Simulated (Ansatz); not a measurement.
`CCOBF` + H₂ → `BOCC` + H–F at 298.15 K and 1 bar (hydrogenolysis of a B–F bond).

Calculated with Ansatz (gas phase, PBE0-D4/def2-TZVP geometries, no zero-point term in ΔE). CBS: MP2 limit from def2 TZ/QZ plus the TZ coupled-cluster correction, frozen cores. This one scheme is used for every species. Each species was taken in one conformer, which may not be the lowest.

| species | CCSD(T)/CBS energy (Eh) | H − E (kJ/mol) | S (J/(mol·K)) |
| --- | --- | --- | --- |
| `CCOBF` | -279.58002 | 246.9 | 323.4 |
| H₂ | -1.17544 | 35.1 | 130.4 |
| `BOCC` | -180.31191 | 259.0 | 300.0 |
| H–F | -100.39570 | 33.5 | 173.6 |

H − E and S are ideal-gas, rigid-rotor, harmonic terms from PBE0-D4/def2-TZVP, for one conformer and one mirror image of each species. The MP2-based limit puts H₂ 0.8 mEh under its directly extrapolated value; such offsets cancel only in part. 1 Eh = 2625.50 kJ/mol, R = 8.31446 J/(mol·K).

Q: By hand: ΔE, ΔH, ΔS and ΔG.

A: ΔE = (-180.31191) + (-100.39570) − (-279.58002) − (-1.17544) = 0.04785 Eh = 125.6 kJ/mol. Δ(H − E) = 259.0 + 33.5 − 246.9 − 35.1 = 10.5, so ΔH = 136.1 kJ/mol. ΔS = 300.0 + 173.6 − 323.4 − 130.4 = 19.8 J/(mol·K). ΔG = 136.1 − 298.15 × (19.8)/1000 = 130.2 kJ/mol.

Q: By hand: the equilibrium constant, and the temperature at which ΔG would vanish if ΔH and ΔS stayed fixed.

A: log₁₀ K = −ΔG/(RT ln 10) = -22.8. ΔG = 0 at ΔH/ΔS = 6874 K, far beyond where these terms or the molecules hold.

ΔH outweighs TΔS. A doubt of 5 kJ/mol in ΔE shifts log₁₀ K by 0.9 here. Other conformers and mirror images would add mixing entropy, several J/(mol·K) or more a flexible species. These are equilibria of isolated gas molecules and say nothing of rates. Largest T1 diagnostic: 0.013 (customary marks: 0.02 for closed shells, 0.045 for open ones).
